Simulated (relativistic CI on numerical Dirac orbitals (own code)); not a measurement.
Line list: Forbidden lines, Gd21+

Calculated at this level of theory: Dirac-Coulomb-Breit CI, KLI orbitals optimised for each configuration, QED by a radiative potential, unscaled Slater integrals (own radial code, finite nucleus).

Configurations in the expansion (outside the closed core [Ar] 3d10): 4s²4p⁶4d⁷, 4s²4p⁵4d⁸, 4s²4p⁶4d⁶4f, 4s4p⁶4d⁸, 4s²4p⁵4d⁷4f, 4s²4p⁶4d⁶5s, 4s4p⁶4d⁷4f, 4s²4p⁶4d⁶5p, 4s²4p⁶4d⁵4f5s, 4s²4p⁶4d⁶5d, 4s²4p⁶4d⁵5s5p, 4s²4p⁵4d⁷5s, 4s²4p⁶4d⁶5f, 4s²4p⁶4d⁶6s, 4s²4p⁶4d⁶6p, 4s4p⁶4d⁷5s, 4p⁶4d⁸4f, 4s²4p⁶4d⁶7s, 4p⁶4d⁹, 4p⁵4d¹⁰, 4p⁵4d⁹4f, 4s²4p⁶4d⁵5s², 4s²4p⁶4d⁴4f5s², 4s²4p⁵4d⁵4f5s², 4s4p⁶4d⁵4f5s², 4p⁶4d⁸5s, 4p⁵4d⁹5s, 4p⁵4d⁸4f5s, 4p⁶4d⁷5s², 4p⁵4d⁸5s², 4p⁶4d⁶4f5s², 4p⁵4d⁷4f5s². Double excitations out of closed p, d and f shells are left out; levels of such configurations are missing from the list, as are those of other unlisted configurations, and high levels can miss mixing partners.

```csv
λ vac (nm),Lower,Upper,Type,A (s⁻¹),gf,Branching (%)
8.4043,4s²4p⁶4d⁷ ²H11/2 [9],4s²4p⁶4d⁶4f ⁴I°15/2 [135],M2,5.27e+02,8.94e-09,43.8
8.5459,4s²4p⁶4d⁷ ²H11/2 [9],4s²4p⁶4d⁶4f ²K°15/2 [112],M2,2.16e+03,3.79e-08,59.5
8.5961,4s²4p⁶4d⁷ ⁴F9/2 [1],4s²4p⁶4d⁶4f ⁶G°13/2 [41],M2,9.41e+03,1.46e-07,78.1
8.6023,4s²4p⁶4d⁷ ²H11/2 [9],4s²4p⁶4d⁶4f ⁴L°15/2 [100],M2,6.05e+03,1.07e-07,83.7
8.7040,4s²4p⁶4d⁷ ²H11/2 [9],4s²4p⁶4d⁶4f ⁴I°15/2 [87],M2,5.95e+03,1.08e-07,95.5
68.881,4s²4p⁶4d⁷ ⁴P5/2 [7],4s²4p⁶4d⁷ ²D5/2 [19],M1,3.88e+03,1.65e-06,34.7
84.693,4s²4p⁶4d⁷ ²D5/2 [3],4s²4p⁶4d⁷ ²D3/2 [17],M1,1.89e+03,8.11e-07,54.1
90.957,4s²4p⁶4d⁷ ⁴F7/2 [4],4s²4p⁶4d⁷ ²F7/2 [16],M1,1.35e+03,1.34e-06,27.7
101.86,4s²4p⁶4d⁷ ²F5/2 [11],4s²4p⁶4d⁷ ²D5/2 [19],M1,2.92e+03,2.72e-06,26.1
107.91,4s²4p⁶4d⁷ ²D5/2 [12],4s²4p⁶4d⁷ ²D3/2 [18],M1,9.74e+03,6.80e-06,55.0
108.44,4s²4p⁶4d⁷ ⁴P3/2 [13],4s²4p⁶4d⁷ ²D3/2 [18],M1,5.34e+03,3.77e-06,30.2
115.08,4s²4p⁶4d⁷ ²G9/2 [5],4s²4p⁶4d⁷ ²F7/2 [16],M1,2.02e+03,3.21e-06,41.5
128.32,4s²4p⁶4d⁷ ⁴F7/2 [4],4s²4p⁶4d⁷ ²D5/2 [12],M1,8.42e+03,1.25e-05,84.1
138.73,4s²4p⁶4d⁷ ⁴F9/2 [1],4s²4p⁶4d⁷ ²G9/2 [5],M1,2.95e+03,8.50e-06,98.7
141.68,4s²4p⁶4d⁷ ²G9/2 [5],4s²4p⁶4d⁷ ²H9/2 [14],M1,2.88e+03,8.68e-06,61.4
182.80,4s²4p⁶4d⁷ ⁴F3/2 [6],4s²4p⁶4d⁷ ⁴P3/2 [13],M1,2.94e+03,5.90e-06,45.6
191.03,4s²4p⁶4d⁷ ²P3/2 [2],4s²4p⁶4d⁷ ⁴P1/2 [8],M1,2.49e+03,2.72e-06,99.1
191.31,4s²4p⁶4d⁷ ²H11/2 [9],4s²4p⁶4d⁷ ²H9/2 [14],M1,1.36e+03,7.45e-06,28.9
194.17,4s²4p⁶4d⁷ ⁴P5/2 [7],4s²4p⁶4d⁷ ⁴P3/2 [13],M1,2.99e+03,6.76e-06,46.3
203.95,4s²4p⁶4d⁷ ⁴F9/2 [1],4s²4p⁶4d⁷ ⁴F7/2 [4],M1,3.32e+03,1.65e-05,99.9
```

Terms are leading LS components. Brackets give the number of a level in order of energy, since labels repeat. The list gives strong lines, with weight on those to low levels, among the lowest 400 of 11031 levels, so that lines to higher ones, which can be the strongest, are missing. Levels whose partners in the same complex of configurations lie outside the list can be far off, and so can their lines. Rates are taken at the computed energies, electric ones in the length gauge.

At this charge energies of transitions that change n are usually good to better than 1 %, and those within a shell (Δn = 0) to a few per cent. Terms inside the open d or f shell come out 10 to 20 % too wide with unscaled integrals.

LS names give the leading component of a level, which can be under half, so a name can repeat, a term be missing and a line seem to break the LS rules.
